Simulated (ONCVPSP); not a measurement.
Reading a pseudo-wave (O (Z = 8))

Columns: radius, all-electron u(r) and pseudo u(r) of the 2s shell (level -23.96 eV) of oxygen in the configuration [He] 2s2 2p4; PBE, scalar-relativistic, ONCV scheme, ONCVPSP 4.0.1.

```json
{"r (bohr)": "0.050", "all-electron": "-0.3336", "pseudo": "0.0435"}
{"r (bohr)": "0.100", "all-electron": "-0.4211", "pseudo": "0.0895"}
{"r (bohr)": "0.150", "all-electron": "-0.3698", "pseudo": "0.1398"}
{"r (bohr)": "0.200", "all-electron": "-0.2452", "pseudo": "0.1958"}
{"r (bohr)": "0.250", "all-electron": "-0.0870", "pseudo": "0.2585"}
{"r (bohr)": "0.300", "all-electron": "0.0804", "pseudo": "0.3284"}
{"r (bohr)": "0.350", "all-electron": "0.2426", "pseudo": "0.4043"}
{"r (bohr)": "0.400", "all-electron": "0.3912", "pseudo": "0.4846"}
{"r (bohr)": "0.450", "all-electron": "0.5228", "pseudo": "0.5674"}
{"r (bohr)": "0.500", "all-electron": "0.6354", "pseudo": "0.6512"}
{"r (bohr)": "0.550", "all-electron": "0.7291", "pseudo": "0.7323"}
{"r (bohr)": "0.600", "all-electron": "0.8047", "pseudo": "0.8049"}
{"r (bohr)": "0.650", "all-electron": "0.8632", "pseudo": "0.8632"}
{"r (bohr)": "0.700", "all-electron": "0.9065", "pseudo": "0.9065"}
{"r (bohr)": "0.750", "all-electron": "0.9363", "pseudo": "0.9363"}
{"r (bohr)": "0.800", "all-electron": "0.9544", "pseudo": "0.9544"}
{"r (bohr)": "0.850", "all-electron": "0.9623", "pseudo": "0.9623"}
{"r (bohr)": "0.900", "all-electron": "0.9617", "pseudo": "0.9617"}
{"r (bohr)": "0.950", "all-electron": "0.9540", "pseudo": "0.9540"}
{"r (bohr)": "1.000", "all-electron": "0.9405", "pseudo": "0.9405"}
{"r (bohr)": "1.050", "all-electron": "0.9222", "pseudo": "0.9222"}
{"r (bohr)": "1.100", "all-electron": "0.9001", "pseudo": "0.9001"}
{"r (bohr)": "1.150", "all-electron": "0.8752", "pseudo": "0.8752"}
{"r (bohr)": "1.200", "all-electron": "0.8479", "pseudo": "0.8479"}
{"r (bohr)": "1.250", "all-electron": "0.8191", "pseudo": "0.8191"}
{"r (bohr)": "1.300", "all-electron": "0.7891", "pseudo": "0.7891"}
```

(1) How many radial nodes do the two functions have?

(2) At about which radius was the pseudo-wave matched?

(3) Is the pseudo-wave norm-conserving?

Answers

(1) The all-electron 2s function has n − l − 1 = 1; the pseudo-wave has 0, since the states of the same l below it are removed with the core.

(2) 0.64 bohr, where the columns begin to agree (steps of 0.05 bohr).

(3) Yes: the ONCV scheme keeps the norm inside the radius equal to the all-electron one, which fixes the energy derivative of the logarithmic derivative at the level.
